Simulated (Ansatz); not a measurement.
`P[SiH]1CN1` + `N[SiH3]` → `[SiH3]NP` + `C1N[SiH2]1` at 700 K and 1 bar (cleavage of the P–Si bond).

Isolated molecules relaxed with PBE0-D4/def2-TZVP in Ansatz; ΔE leaves out vibrations. CBS: MP2 limit from def2 TZ/QZ plus the TZ coupled-cluster correction, frozen cores. This one scheme is used for every species. Each species was taken in one conformer, which may not be the lowest.

```json
{"species": "`P[SiH]1CN1`", "CCSD(T)/CBS energy (Eh)": "-726.34548", "H − E (kJ/mol)": "253.3", "S (J/(mol·K))": "434.3"}
{"species": "`N[SiH3]`", "CCSD(T)/CBS energy (Eh)": "-346.80422", "H − E (kJ/mol)": "180.7", "S (J/(mol·K))": "336.3"}
{"species": "`[SiH3]NP`", "CCSD(T)/CBS energy (Eh)": "-688.33766", "H − E (kJ/mol)": "220.8", "S (J/(mol·K))": "413.7"}
{"species": "`C1N[SiH2]1`", "CCSD(T)/CBS energy (Eh)": "-384.79623", "H − E (kJ/mol)": "206.6", "S (J/(mol·K))": "348.7"}
```

H − E and S are ideal-gas, rigid-rotor, harmonic terms from PBE0-D4/def2-TZVP, for one conformer and one mirror image of each species. 1 Eh = 2625.50 kJ/mol, R = 8.31446 J/(mol·K).

Question: By hand: ΔE, ΔH, ΔS and ΔG.

Answer: ΔE = (-688.33766) + (-384.79623) − (-726.34548) − (-346.80422) = 0.01581 Eh = 41.5 kJ/mol. Δ(H − E) = 220.8 + 206.6 − 253.3 − 180.7 = -6.6, so ΔH = 34.9 kJ/mol. ΔS = 413.7 + 348.7 − 434.3 − 336.3 = -8.2 J/(mol·K). ΔG = 34.9 − 700 × (-8.2)/1000 = 40.6 kJ/mol.

Question: By hand: the equilibrium constant, and the temperature at which ΔG would vanish if ΔH and ΔS stayed fixed.

Answer: log₁₀ K = −ΔG/(RT ln 10) = -3.0. ΔH and −TΔS have one sign here, so there is no such temperature.

The number of gas molecules stays the same, so ΔS is small and ΔH decides. A doubt of 5 kJ/mol in ΔE shifts log₁₀ K by 0.4 here. Other conformers and mirror images would add mixing entropy, several J/(mol·K) or more a flexible species. These are equilibria of isolated gas molecules and say nothing of rates. Largest T1 diagnostic: 0.014 (customary marks: 0.02 for closed shells, 0.045 for open ones).

ΔS is within the doubt of such terms, so its sign, and with it that verdict, could turn.
